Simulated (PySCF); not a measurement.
Electron correlation in Cr²⁺ (chromium, charge +2)

[Ar] 3d3 4p1, one real determinant (an excited configuration). Computed with PySCF 2.14 in x2c-TZVPPall (6s5p4d2f1g, 64 functions), with the spin-free X2C one-electron Hamiltonian (Gaussian nucleus). Frozen: [Ar]; 4 electrons correlated.

| level | correlation energy (mhartree) |
| --- | --- |
| CCSD | -28.03 |
| (T) | -0.64 |
| CCSD(T) | -28.67 |

Diagnostics: T1 = 0.0058, D1 = 0.0134, largest double amplitude 0.086.

The real determinant used has ⟨L²⟩ near 14 against 20 for a pure G term, so it mixes terms.

Cost of the coupled-cluster step: of the order of 2.2 core-seconds, for 4 correlated electrons.

The reference is one real determinant that mixes LS terms of this configuration.
